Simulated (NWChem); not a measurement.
Molecule: KF; SMILES [F][K]

```xyz
2

K      0.0000     0.0000    -0.7084
F      0.0000     0.0000     1.4306
```
Atoms are numbered in this order, from 1.

Results from NWChem. Pople sets run with spherical d functions. STO-3G and 3-21G are far too small for this property and stand as cheap habits. All runs use the structure optimised with PBE0/def2-SVP. Vertical excitations in the gas phase; the lowest state need not have the same character in each row.

| level | basis functions | lowest excitation, singlet (eV) | lowest state with f > 0.02, singlet (eV) | orbital gap (eV) |
|---|---|---|---|---|
| PBE0/3-21G, TDA | 26 | 1.95 | 1.95 | 2.95 |
| PBE0/6-31G*, TDA | 36 | 3.04 | 3.17 | 3.97 |
| PBE0/6-31+G*, TDA | 44 | 4.22 | 4.23 | 5.13 |
| PBE0/def2-SVP, TDA | 38 | (withheld) | (withheld) | (withheld) |
| PBE0/def2-SVPD, TDA | 50 | 4.53 | 4.54 | 5.46 |
| PBE0/def2-TZVP, TDA | 64 | 4.41 | 4.42 | 5.38 |
| PBE0/def2-TZVPD, TDA | 76 | 4.58 | 4.59 | 5.53 |

**Question.** What belongs in the gaps?

**Answer.** 
- PBE0/def2-SVP, TDA, lowest excitation, singlet (eV): 3.69
- PBE0/def2-SVP, TDA, lowest state with f > 0.02, singlet (eV): 3.71
- PBE0/def2-SVP, TDA, orbital gap (eV): 4.62
